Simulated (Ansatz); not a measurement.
Reaction (isomerisation): `C[O][Al]([CH3])[NH2]` → `C[CH2][Al]([NH2])[OH]`

Program: Ansatz. Geometries: PBE0-D4/def2-TZVP. ΔE: electronic, gas phase. CCSD(T)/CBS is the MP2 limit (def2-TZVPP, def2-QZVPP) plus CCSD(T) − MP2 in def2-TZVPP, frozen cores. DFT in def2-TZVPP. One conformer a species, not always the lowest.

`C[O][Al]([CH3])[NH2]`:

Z-matrix (Å, degrees):
```
C
O 1 1.393
H 1 1.096 2 110.4
H 1 1.096 2 110.4 3 118.9
H 1 1.099 2 112.9 3 -120.5
Al 2 1.693 1 134.2 3 120.6
N 6 1.765 2 115.4 1 180.0
C 6 1.946 2 122.0 1 -0.0
H 7 1.007 6 124.7 2 0.0
H 7 1.006 6 124.9 2 180.0
H 8 1.093 6 112.0 2 -180.0
H 8 1.094 6 111.3 2 59.5
H 8 1.094 6 111.4 2 -59.5
```

`C[CH2][Al]([NH2])[OH]`:

```xyz
13

C     1.725    0.737   -0.009
C     0.831   -0.141   -0.886
Al   -0.946   -0.499   -0.167
N    -1.439    0.164    1.400
O    -2.014   -1.463   -1.075
H     2.708    0.904   -0.460
H     1.896    0.287    0.973
H     1.281    1.721    0.164
H     1.319   -1.104   -1.080
H     0.712    0.311   -1.878
H    -2.329    0.036    1.852
H    -0.843    0.739    1.972
H    -2.901   -1.693   -0.807
```

| level | ΔE (kJ/mol) | difference from CCSD(T)/CBS |
| --- | --- | --- |
| BHLYP-D4 | -35.0 | 9.8 |
| CAM-B3LYP-D4 | -35.0 | 9.8 |
| ωB97X-V | -37.6 | 7.2 |
| r2SCAN0 | -39.5 | 5.3 |
| BHLYP | -33.8 | 11.0 |
| HF/def2-SVP | -22.1 | 22.7 |
| CCSD(T)/def2-SVP | -33.4 | 11.4 |
| HF/def2-TZVPP | -29.4 | 15.4 |
| CCSD/def2-TZVPP | -41.1 | 3.7 |
| CCSD/CBS(def2) | -43.8 | 1.0 |
| CCSD(T)/CBS | -44.8 | 0 |

Largest T1 diagnostic among the species: 0.011.

Leaving LDA and LC-ωPBE aside and taking each functional with its dispersion term where it has one, the values, not all of them listed here, spread over 8.6 kJ/mol, from PBE-QIDH to BLYP-D4. In def2-TZVPP, CCSD(T) changes the Hartree–Fock value by −12.6 kJ/mol (the triples alone add −1.0 kJ/mol) and MP2 by −17.6 kJ/mol.

CCSD(T)/CBS has its own doubt, a few kJ/mol and more with outer-core shells, so smaller differences from it don't rank the levels.
